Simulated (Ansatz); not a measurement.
`CC[Si]C` → `C[SiH]` + `C=C` at 700 K and 1 bar (β-hydride elimination).

Computed with Ansatz on PBE0-D4/def2-TZVP structures; ΔE is electronic, products minus reactants. CCSD(T)/CBS adds triple-zeta CCSD(T) − MP2 to the extrapolated MP2 energy (def2 sets, frozen cores). This one scheme is used for every species. One conformer a species, not always the lowest.

```csv
species,CCSD(T)/CBS energy (Eh),H − E (kJ/mol),S (J/(mol·K))
`CC[Si]C`,-408.00123,339.5,451.2
`C[SiH]`,-329.46712,152.0,322.2
`C=C`,-78.48111,168.9,268.4
```

H − E and S are ideal-gas, rigid-rotor, harmonic terms from PBE0-D4/def2-TZVP, for one conformer and one mirror image of each species. 1 Eh = 2625.50 kJ/mol, R = 8.31446 J/(mol·K).

Problem. By hand: ΔE, ΔH, ΔS and ΔG.

Solution. ΔE = (-329.46712) + (-78.48111) − (-408.00123) = 0.05300 Eh = 139.2 kJ/mol. Δ(H − E) = 152.0 + 168.9 − 339.5 = -18.6, so ΔH = 120.6 kJ/mol. ΔS = 322.2 + 268.4 − 451.2 = 139.4 J/(mol·K). ΔG = 120.6 − 700 × (139.4)/1000 = 23.0 kJ/mol.

Problem. By hand: the equilibrium constant, and the temperature at which ΔG would vanish if ΔH and ΔS stayed fixed.

Solution. log₁₀ K = −ΔG/(RT ln 10) = -1.7. ΔG = 0 at ΔH/ΔS = 865 K.

The number of gas molecules changes by +1, which sets the sign of ΔS. A doubt of 5 kJ/mol in ΔE shifts log₁₀ K by 0.4 here. Other conformers and mirror images would add mixing entropy, several J/(mol·K) or more a flexible species. These are equilibria of isolated gas molecules and say nothing of rates. Largest T1 diagnostic: 0.012 (customary marks: 0.02 for closed shells, 0.045 for open ones).
